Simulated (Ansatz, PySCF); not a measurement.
Gas-phase reaction in SMILES: COC(C)C -> [CH3] (CH3) + C[CH]OC (the C-C bond at the site shown breaks; other sites are not compared here)
Each molecule is optimised on its own at B3LYP-D3(BJ)/def2-TZVP (Ansatz, a quantum-chemistry and plane-wave program), one conformer each, not searched for the lowest.

Property: bond dissociation energy (enthalpy at 298 K, with B3LYP-D3(BJ) rigid-rotor harmonic-oscillator terms from PySCF), in kcal/mol. Valence correlation only, unless marked. Open shells are spin-unrestricted. Spin-orbit coupling is left out. No relativistic terms. CBS marks a two-point X^-3 extrapolation of the correlation energy; Hartree-Fock from the larger set. [CCSD(T)-MP2]/basis is that difference in the basis named.

Level to compare with: RI-MP2/CBS(cc-pVTZ,cc-pVQZ)+[CCSD(T)-MP2]/cc-pVDZ (Ansatz), 87.1 kcal/mol. It is a level with limits of its own, and the differences hold the functionals' basis error too.

### Question
Rank these functionals by how close they come to RI-MP2/CBS(cc-pVTZ,cc-pVQZ)+[CCSD(T)-MP2]/cc-pVDZ, closest first: PBE/def2-TZVPD (Ansatz); BLYP/def2-TZVPD (Ansatz); wB97X-V/def2-TZVPD (Ansatz).

### Answer
wB97X-V/def2-TZVPD (range-separated hybrid with VV10, 85.4 kcal/mol, difference -1.7), PBE/def2-TZVPD (GGA, 80.1 kcal/mol, difference -7.0), BLYP/def2-TZVPD (GGA, 73.2 kcal/mol, difference -13.9)
